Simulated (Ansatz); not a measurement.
Cartesian coordinates in Å:
```
O -1.7051 -0.4108 0.7967
B -0.3529 -0.4979 0.7457
B 0.4911 0.0110 -0.6228
S 0.9383 1.7149 -0.8019
H -2.0784 -0.7521 1.6136
H 0.2307 -0.9717 1.6936
H 0.8501 -0.7558 -1.4681
H 1.6262 1.6624 -1.9567
```

Total charge 0; spin multiplicity 1.

Question: List the PBE0/def2-TZVPP orbital energies in eV (Ansatz). (An estimate is asked.)

Answer: The calculation gave: Occupied: -2422.64, -523.40, -218.00, -184.81, -184.63, -161.83, -161.71, -161.70, -28.98, -20.89, -16.16, -13.86, -12.76, -11.92, -10.57, -10.53, -9.03, -8.26, -7.93. Lowest empty: -1.22, -0.60, 0.86, 1.13, 2.38, 2.72, 3.01, 3.48.
